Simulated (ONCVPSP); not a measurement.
Transferability test, ONCV potential for tin

Sn, optimised norm-conserving Vanderbilt (ONCV), made with ONCVPSP 4.0.1 (PBE, fully relativistic). Core [Ar] 3d10, reference 4s2 4p6 4d10 5s2 5p2. Waves: 4s+5s: rc 1.30 bohr, ncon 4, nbas 9, qcut 7.3 1/bohr, 2 projectors; 4p+5p: rc 1.30 bohr, ncon 4, nbas 7, qcut 13 1/bohr, 2 projectors; 4d: rc 1.45 bohr, ncon 3, nbas 8, qcut 8.5 1/bohr, 2 projectors, debl 0.5 Ha. Local part: polynomial inside 1.15 bohr (lpopt 5, dvloc0 0 Ha). Core correction: Teter function fitted to the true core (icmod 2), fcfact 0.3.

Open shells are filled in proportion to 2j + 1.

In the d channel the program set the typed energies aside and used -0.934, 0.250 Ha (j = l + 1/2; the other j can differ).

Energies are relative to the spin-unpolarised reference configuration 4s2 4p6 4d10 5s2 5p2; without spin polarisation the order of configurations can differ from experiment.

| valence configuration | charge | ΔE all-electron (eV) | error AE − PS (meV) |
| --- | --- | --- | --- |
| 4s2 4p6 4d10 5s2 5p1 | +1 | 6.888 | +0.4 |
| 4s2 4p6 4d10 5s1 5p0 | +3 | 51.830 | -1.8 |
| 4s2 4p6 4d9 5s2 5p2 | +1 | 32.675 | +24 |

What are ΔE and the potential's error for 4s2 4p6 4d10 5s2 5p0?

ΔE = 20.859 eV all-electron; the error (AE − PS) is +1.1 meV.

Levels in the configuration 4s2 4p6 4d9 5s2 5p2:

```
   level  all-electron (eV)  pseudo (eV)
4s j=1/2           -149.088     -149.014
4p j=3/2           -102.246     -102.197
4p j=1/2           -109.936     -109.875
4d j=5/2            -39.476      -39.420
4d j=3/2            -40.576      -40.515
5s j=1/2            -20.144      -20.142
5p j=3/2            -11.625      -11.624
5p j=1/2            -12.312      -12.311
```
